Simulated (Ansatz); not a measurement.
C$_{2}$H$_{9}$AlO$_{2}$ (`[CH3][Al-]([CH3])([OH])[OH2+]`). Total charge 0; spin multiplicity 1. The structure was optimised at the PBE0-D4/def2-TZVP level. It is one conformer, not always the lowest.

```xyz
14

C    -0.478   -0.396    1.858
Al   -0.250    0.011   -0.045
C     0.727   -1.214   -1.230
O    -1.475    1.006   -0.807
O     0.891    1.671   -0.183
H     0.451   -0.759    2.310
H    -0.802    0.476    2.435
H    -1.228   -1.179    2.014
H     0.197   -2.167   -1.327
H     1.726   -1.459   -0.851
H     0.843   -0.821   -2.246
H    -2.380    1.050   -0.506
H     0.165    2.172   -0.604
H     1.612    1.608   -0.817
```

Q: What is the dipole moment at B3LYP/def2-TZVPP? (Best estimate.)

A: Computed: 2.40 D, with components (1.02, 2.06, -0.70) D in this frame, pointing from negative to positive charge.

Q: And with PBE, r2SCAN, ωB97M-V? (Estimate.)

A: Ansatz gave: PBE 2.36 D, r2SCAN 2.43 D, ωB97M-V 2.43 D.

Q: Give the Mulliken charges with B3LYP, r2SCAN, PBE in def2-TZVPP. (Estimate.)

A: The calculation gave: 
```json
{"atom": "C1", "B3LYP": "-0.48", "r2SCAN": "-0.42", "PBE": "-0.47"}
{"atom": "Al2", "B3LYP": "0.59", "r2SCAN": "0.60", "PBE": "0.48"}
{"atom": "C3", "B3LYP": "-0.49", "r2SCAN": "-0.43", "PBE": "-0.48"}
{"atom": "O4", "B3LYP": "-0.50", "r2SCAN": "-0.52", "PBE": "-0.45"}
{"atom": "O5", "B3LYP": "-0.21", "r2SCAN": "-0.23", "PBE": "-0.18"}
{"atom": "H6", "B3LYP": "0.08", "r2SCAN": "0.06", "PBE": "0.08"}
{"atom": "H7", "B3LYP": "0.08", "r2SCAN": "0.05", "PBE": "0.08"}
{"atom": "H8", "B3LYP": "0.08", "r2SCAN": "0.06", "PBE": "0.09"}
{"atom": "H9", "B3LYP": "0.08", "r2SCAN": "0.06", "PBE": "0.09"}
{"atom": "H10", "B3LYP": "0.08", "r2SCAN": "0.06", "PBE": "0.08"}
{"atom": "H11", "B3LYP": "0.07", "r2SCAN": "0.05", "PBE": "0.08"}
{"atom": "H12", "B3LYP": "0.17", "r2SCAN": "0.19", "PBE": "0.17"}
{"atom": "H13", "B3LYP": "0.23", "r2SCAN": "0.25", "PBE": "0.22"}
{"atom": "H14", "B3LYP": "0.21", "r2SCAN": "0.23", "PBE": "0.22"}
```

B3LYP here is the variant with VWN-RPA as its local correlation; programs differ in this.
